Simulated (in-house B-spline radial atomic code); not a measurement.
# Ionising Ag V (Ag4+) with different functionals

Computed with a radial B-spline atomic code at the basis-set limit: four-component Dirac-Coulomb Hamiltonian, Fermi nucleus of rms radius 4.5454 fm, spin-restricted, spherical fractional occupations for the functionals, and exact exchange of hybrids averaged over the configuration. The ionisation energy is the difference of two self-consistent energies, [Kr] 4d7 → [Kr] 4d6, without Breit or QED terms; ε is the level of the shell that loses the electron (mean over j). The electron is taken from both j subshells in proportion to 2j + 1, so the result is a j average, not the step between ground levels.

| method | rung | ΔSCF (eV) | -ε(4d) (eV) |
| --- | --- | --- | --- |
| B97-1 | global hybrid | 68.32 | 61.84 |
| PBE0 | global hybrid | 68.39 | 62.31 |
| LC-wPBE | range-separated hybrid | 68.40 | 65.08 |
| CAM-B3LYP | range-separated hybrid | 68.38 | 63.79 |

(1) Among the functionals, which spreads more, the ΔSCF values or the orbital energies?

(2) How do they compare with the NIST value?

Results:

(1) The orbital energies: ΔSCF values span about 0.08 eV and the orbital energies 3.24 eV; here energy differences depend much less on the functional than eigenvalues do.

(2) NIST lists 65 eV ± 1.9 (tabulated theory, ground level to ground level). Errors run from +3.32 to +3.40 eV; all lie within about twice that uncertainty, so the table can't rank the methods.
